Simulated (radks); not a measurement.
All-electron atom: W4.5+ in [Kr] 4d10 4f14 5s2 5d(up 1.5, down 1.5) 5p(up 2.5, down 2) (fractional occupations, a model configuration).

All-electron calculation, scalar-relativistic Kohn-Sham, r2SCAN, spin-polarised, spherical densities, finite nucleus; meta-GGA in the generalised Kohn-Sham scheme; Fermi nuclear charge, rms radius 5.3658 fm. Program: a radial shooting solver on a logarithmic mesh with Libxc functionals.

Energy parts (hartree):
total: -16135.2239
kinetic: 17774.0111
electron-nucleus: -39749.5485
Hartree: 6161.6630
exchange-correlation: -321.3493

Orbitals (lengths in bohr, moments of r in powers of bohr):
1s up: occ. 1; eigenvalue (hartree) -2558.501; <r^2> 0.0004632; <r> 0.01835; <r^4> 5.826e-07
1s down: occ. 1; eigenvalue (hartree) -2558.497; <r^2> 0.0004632; <r> 0.01835; <r^4> 5.826e-07
2s up: occ. 1; eigenvalue (hartree) -444.2718; <r^2> 0.007119; <r> 0.07755; <r^4> 0.00008758
2s down: occ. 1; eigenvalue (hartree) -444.2711; <r^2> 0.007119; <r> 0.07755; <r^4> 0.00008758
2p up: occ. 3; eigenvalue (hartree) -388.7322; <r^2> 0.005893; <r> 0.06944; <r^4> 0.00006883
2p down: occ. 3; eigenvalue (hartree) -388.7302; <r^2> 0.005893; <r> 0.06944; <r^4> 0.00006883
3s up: occ. 1; eigenvalue (hartree) -104.2677; <r^2> 0.04612; <r> 0.2008; <r^4> 0.003208
3s down: occ. 1; eigenvalue (hartree) -104.2669; <r^2> 0.04612; <r> 0.2008; <r^4> 0.003208
3p up: occ. 3; eigenvalue (hartree) -87.74119; <r^2> 0.04692; <r> 0.2011; <r^4> 0.003458
3p down: occ. 3; eigenvalue (hartree) -87.73995; <r^2> 0.04692; <r> 0.2011; <r^4> 0.003458
3d up: occ. 5; eigenvalue (hartree) -68.69321; <r^2> 0.03899; <r> 0.1824; <r^4> 0.002682
3d down: occ. 5; eigenvalue (hartree) -68.69167; <r^2> 0.03899; <r> 0.1824; <r^4> 0.002681
4s up: occ. 1; eigenvalue (hartree) -23.35658; <r^2> 0.2282; <r> 0.4497; <r^4> 0.07545
4s down: occ. 1; eigenvalue (hartree) -23.35347; <r^2> 0.2281; <r> 0.4497; <r^4> 0.07543
4p up: occ. 3; eigenvalue (hartree) -17.91240; <r^2> 0.2596; <r> 0.4778; <r^4> 0.1004
4p down: occ. 3; eigenvalue (hartree) -17.90939; <r^2> 0.2595; <r> 0.4778; <r^4> 0.1003
4d up: occ. 5; eigenvalue (hartree) -10.97302; <r^2> 0.3027; <r> 0.5112; <r^4> 0.1477
4d down: occ. 5; eigenvalue (hartree) -10.96927; <r^2> 0.3024; <r> 0.5110; <r^4> 0.1474
5s up: occ. 1; eigenvalue (hartree) -4.97093; <r^2> 1.242; <r> 1.053; <r^4> 2.229
5s down: occ. 1; eigenvalue (hartree) -4.93976; <r^2> 1.241; <r> 1.053; <r^4> 2.231
5p up: occ. 2.5; eigenvalue (hartree) -3.58162; <r^2> 1.627; <r> 1.203; <r^4> 3.913
5p down: occ. 2; eigenvalue (hartree) -3.55226; <r^2> 1.632; <r> 1.204; <r^4> 3.943
4f up: occ. 7; eigenvalue (hartree) -3.28832; <r^2> 0.4480; <r> 0.6001; <r^4> 0.4523
4f down: occ. 7; eigenvalue (hartree) -3.28172; <r^2> 0.4461; <r> 0.5991; <r^4> 0.4481
5d up: occ. 1.5; eigenvalue (hartree) -1.91870; <r^2> 2.834; <r> 1.577; <r^4> 12.61
5d down: occ. 1.5; eigenvalue (hartree) -1.90064; <r^2> 2.868; <r> 1.586; <r^4> 12.94

The highest occupied level is 5d down at -51.719 eV. The density falls to 0.001 e/bohr^3 at r = 3.13 bohr.
